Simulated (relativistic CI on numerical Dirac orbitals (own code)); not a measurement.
## Crystal-field levels of Fe6+, 3d2

Calculated by Dirac-Coulomb-Breit CI, KLI orbitals optimised for each configuration, QED by a radiative potential, valence Slater integrals scaled by 0.85, one configuration in a parametric crystal field (own radial code).

Field parameters in Wybourne normalisation: Oh B⁴₀ = 21Dq, B⁴₄ = √(5/14) B⁴₀. The field is a parameter set, without covalency.

S is read from ⟨S²⟩ = S(S + 1).

Levels (cm⁻¹, degeneracy): 0 (2), 23 (3), 849 (3), 1244 (1), 19274 (3), 19586 (2), 36165 (1), 36341 (3), 36640 (3), 36645 (2), 42302 (1), 53366 (1).

(1) Which field gives this pattern?
A. Oh, 10Dq = 38800 cm⁻¹
B. Oh, 10Dq = 15300 cm⁻¹
C. Oh, 10Dq = 34100 cm⁻¹
D. Oh, 10Dq = 5900 cm⁻¹

Answers

(1) A. Oh, 10Dq = 38800 cm⁻¹, ground level with S = 1.00.
